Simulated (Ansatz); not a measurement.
Isolated molecules relaxed with PBE0-D4/def2-TZVP in Ansatz; ΔE leaves out vibrations. CCSD(T)/CBS is the MP2 limit (def2-TZVPP, def2-QZVPP) plus CCSD(T) − MP2 in def2-TZVPP, frozen cores. DFT in def2-TZVPP. Each species was taken in one conformer, which may not be the lowest.

`OC1(F)[SiH2][SiH2]1` → `O=C[SiH](F)[SiH3]`  (isomerisation)

`OC1(F)[SiH2][SiH2]1`:

Cartesian coordinates in Å:
```
O 1.544 0.589 0.820
C 0.323 -0.030 0.704
F -0.123 -0.514 1.921
Si 0.143 -1.194 -0.814
Si -1.015 0.740 -0.465
H 1.423 1.459 1.218
H -0.547 -2.476 -0.544
H 1.303 -1.295 -1.731
H -0.624 2.024 -1.100
H -2.425 0.697 -0.009
```

`O=C[SiH](F)[SiH3]`:

Cartesian coordinates in Å:
```
O 0.579 1.236 2.043
C -0.199 1.490 1.157
Si -0.900 0.054 0.092
F -1.874 0.673 -1.027
Si 0.872 -1.116 -0.902
H -0.497 2.548 0.962
H -1.715 -0.801 0.994
H 1.717 -1.695 0.173
H 0.337 -2.204 -1.762
H 1.680 -0.184 -1.730
```

```
        level  ΔE (eV)
         PBE0    -2.55
HF/def2-QZVPP    -3.36
```

Problem. What does CCSD(T)/CBS give? (Estimate.)

Solution. Ansatz gave: -2.83 eV. The listed levels differ from it by 0.28, -0.53 eV.

Largest T1 diagnostic among the species: 0.015.

From PBE to PBE0 (25 % exact exchange), in def2-TZVPP and without D4, ΔE moves by −0.06 eV. The D4 term adds +0.03 eV with B3LYP and +0.01 eV with PBE0; it sums over pairs of atoms, weighted by their polarisabilities, and B3LYP, whose exchange is more repulsive, gets the larger term.

B3LYP here is the variant with VWN-RPA as its local correlation; programs differ in this.
